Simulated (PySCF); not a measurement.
PBE0-D3(BJ)/def2-TZVP geometry optimisation, IEF-PCM water with PySCF 2.14 and geomeTRIC: [FeO4]4-, charge -4, multiplicity 5. Start (model start, shaken):

```
5

Fe    0.0000    0.0045   -0.0041
O     1.0403    1.0468    1.0388
O    -1.0528   -1.0336    1.0463
O    -1.0630    1.0610   -1.0483
O     1.0553   -1.0676   -1.0541
```

| step | E − E(start) / kcal mol⁻¹ | largest force / Eh bohr⁻¹ |
| --- | --- | --- |
| 0 | 0.00 | 0.01170 |
| 1 | -2.04 | 0.00938 |
| 2 | -2.48 | 0.00294 |
| 3 | -2.79 | 0.00503 |
| 4 | 8.59 | 0.08410 |
| 5 | -1.75 | 0.04412 |
| 6 | -3.29 | 0.02701 |
| 7 | -3.48 | 0.01959 |
| 8 | -3.64 | 0.01678 |
| 9 | -3.99 | 0.01108 |
| 10 | -4.73 | 0.00551 |
| 11 | -4.87 | 0.00138 |
| 12 | 9.09 | 0.07931 |
| 13 | -1.74 | 0.03574 |
| 14 | -4.55 | 0.01788 |
| 15 | -5.05 | 0.00583 |
| 16 | -5.09 | 0.00437 |
| 17 | -5.19 | 0.00197 |
| 18 | -5.21 | 0.00163 |
| 19 | -5.25 | 0.00081 |
| 20 | -5.26 | 0.00044 |
| 21 | -5.26 | 0.00022 |

The optimisation met its thresholds. End point:

```
5

Fe   -0.0052    0.0032   -0.0024
O     0.7672    1.1252    1.1874
O    -1.3477   -1.1343    0.4210
O    -0.7880    1.1290   -1.1829
O     1.3536   -1.1119   -0.4446
```

Metal–donor distances, start → end: O2 1.805 → 1.809 Å, O3 1.814 → 1.810 Å, O4 1.827 → 1.809 Å, O5 1.834 → 1.813 Å.

No frequencies were computed, so the end point may be a saddle point. 1 SCF steps did not converge.

The job took 8.4 min on one thread of Arm Neoverse V2 (shared host), with 169 basis functions and a peak of 0.93 GiB, launched as `OMP_NUM_THREADS=1 python lf_run.py task.json out`.
